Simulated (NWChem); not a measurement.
System: CBr3, doublet; SMILES Br[C](Br)Br

Results from NWChem. Pople sets run with spherical d functions. Spin-unrestricted. In the optimisation the excess spin sits in a (C3, its own frame). The geometry was optimised at PBE0/def2-SVP, spin-unrestricted. No stability test was run on the SCF state.

### Question
Order these by “dipole (D)”, lowest first: PBE/3-21G; PBE/def2-TZVPD; PBE/STO-3G; PBE/6-311G**.

### Answer
PBE/def2-TZVPD (0.15), PBE/STO-3G (0.25), PBE/6-311G** (0.32), PBE/3-21G (0.58)
